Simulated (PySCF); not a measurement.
Sb⁻ (antimony, charge -1) across methods

[Kr] 4d10 5s2 5p4, high-spin 3P determinant. Computed with PySCF 2.14 in x2c-QZVPPall with one added diffuse shell each of s, p, d, f type (14s10p8d5f1g, 128 functions), with scalar relativity by spin-free X2C-1e.

| method | E (hartree) | mean ε 5s β (eV) | mean ε 5p α (eV) | mean ε 5p β (eV) | Σ⟨r²⟩ (bohr²) | ⟨S²⟩ |
| --- | --- | --- | --- | --- | --- | --- |
| LDA | -6474.69 | -6.233 | 0.414 | 1.290 | 88.37 | 2.006 |
| UHF | -6478.03653 | -8.936 | -2.486 | -0.727 | 86.81 | 2.024 |
| revPBE | -6480.68 | -5.769 | 0.509 | 1.429 | 88.93 | 2.010 |
| PBE0 | -6480.50 | -6.846 | -0.334 | 0.729 | 86.68 | 2.009 |
| LC-wPBE | -6480.38 | -9.484 | -2.511 | -1.339 | 83.40 | 2.010 |
| PBE | -6480.42 | -5.891 | 0.483 | 1.390 | 88.90 | 2.008 |
| r2SCAN | -6480.86 | -5.839 | 0.252 | 1.288 | 86.96 | 2.015 |

Q: Estimate the same row for BHandHLYP.

A: E (hartree) = -6480.83; mean ε 5s β (eV) = -7.891; mean ε 5p α (eV) = -0.963; mean ε 5p β (eV) = 0.101; Σ⟨r²⟩ (bohr²) = 86.45; ⟨S²⟩ = 2.008.

The highest occupied level is positive at LDA, BHandHLYP, revPBE, PBE0, PBE, r2SCAN: only the finite basis holds that electron, which in a density functional comes from self-interaction.
